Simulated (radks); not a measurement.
Question: Sb35+, configuration [Ne] 3s2 3p4. Calculated with a radial shooting solver on a logarithmic mesh with Libxc functionals: Dirac Kohn-Sham, PBE, spin-unpolarised, spherical densities, point nucleus; open shells are shared between the two j in proportion to 2j + 1. Some entries of the table are withheld. Estimate them.

orbital     occ.  eigenvalue (hartree)  r(max) (bohr)  <r^2> (bohr^2)
1s1/2          2             -1185.124        0.01834        0.001093
2s1/2          2             -238.9640            (1)         0.01720
2p1/2          2             -228.8118            (2)         0.01273
2p3/2          4             -219.3483            (3)         0.01395
3s1/2          2             -90.96995         0.2810          0.1007
3p1/2    1.33333             -87.27130         0.2651         0.09283
3p3/2    2.66667             -84.98105         0.2734         0.09803
3d3/2          0                   (4)         0.2149         0.07483
3d5/2          0                   (5)         0.2172         0.07620
4s1/2          0             -47.19331         0.5663          0.3562

Answer: 
(1) 2s1/2 r(max) (bohr): 0.1033
(2) 2p1/2 r(max) (bohr): 0.07939
(3) 2p3/2 r(max) (bohr): 0.08391
(4) 3d3/2 eigenvalue (hartree): -79.54064
(5) 3d5/2 eigenvalue (hartree): -79.00235
